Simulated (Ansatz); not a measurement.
`F/C=C(\F)C(F)F` + H₂ → `F/C=C/F` + `FCF` at 400 K and 1 bar (hydrogenolysis of a C–C bond).

Computed with Ansatz on PBE0-D4/def2-TZVP structures; ΔE is electronic, products minus reactants. CBS: MP2 limit from def2 TZ/QZ plus the TZ coupled-cluster correction, frozen cores. This one scheme is used for every species. Double bonds are as drawn, so ΔE can hold a change between cis and trans. One conformer a species, not always the lowest.

```tsv
species	CCSD(T)/CBS energy (Eh)	H − E (kJ/mol)	S (J/(mol·K))
`F/C=C(\F)C(F)F`	-514.47128	163.9	373.3
H₂	-1.17544	38.0	139.0
`F/C=C/F`	-276.83639	116.5	286.3
`FCF`	-238.82660	101.8	260.0
```

H − E and S are ideal-gas, rigid-rotor, harmonic terms from PBE0-D4/def2-TZVP, for one conformer and one mirror image of each species. The MP2-based limit puts H₂ 0.8 mEh under its directly extrapolated value; such offsets cancel only in part. 1 Eh = 2625.50 kJ/mol, R = 8.31446 J/(mol·K).

Problem. By hand: ΔE, ΔH, ΔS and ΔG.

Solution. ΔE = (-276.83639) + (-238.82660) − (-514.47128) − (-1.17544) = -0.01627 Eh = -42.7 kJ/mol. Δ(H − E) = 116.5 + 101.8 − 163.9 − 38.0 = 16.4, so ΔH = -26.3 kJ/mol. ΔS = 286.3 + 260.0 − 373.3 − 139.0 = 34.0 J/(mol·K). ΔG = -26.3 − 400 × (34.0)/1000 = -39.9 kJ/mol.

Problem. By hand: the equilibrium constant, and the temperature at which ΔG would vanish if ΔH and ΔS stayed fixed.

Solution. log₁₀ K = −ΔG/(RT ln 10) = 5.2. ΔH and −TΔS have one sign here, so there is no such temperature.

TΔS isn't small against ΔH here. A doubt of 5 kJ/mol in ΔE shifts log₁₀ K by 0.7 here. Other conformers and mirror images would add mixing entropy, several J/(mol·K) or more a flexible species. These are equilibria of isolated gas molecules and say nothing of rates. Largest T1 diagnostic: 0.012 (customary marks: 0.02 for closed shells, 0.045 for open ones).
